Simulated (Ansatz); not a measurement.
`O=C[SiH2]O[SiH3]`, charge 0, multiplicity 1.

**Question.** Give a relaxed structure at PBE0-D4/def2-TZVP (the Gaussian-basis code of Ansatz). (An estimate is asked.)

**Answer.** Ansatz gave: 
Z-matrix (Å, degrees):
```
Si
C 1 1.920
O 1 1.620 2 107.1
H 1 1.486 2 108.9 3 120.4
H 1 1.486 2 108.8 3 -120.4
O 2 1.208 1 119.3 3 -0.0
H 2 1.116 1 121.5 3 180.0
Si 3 1.648 1 143.9 2 -0.5
H 8 1.485 3 106.2 1 -179.4
H 8 1.482 3 110.7 1 62.1
H 8 1.482 3 110.7 1 -61.0
```
Point group Cs.
This is one stationary point; other conformers may exist.
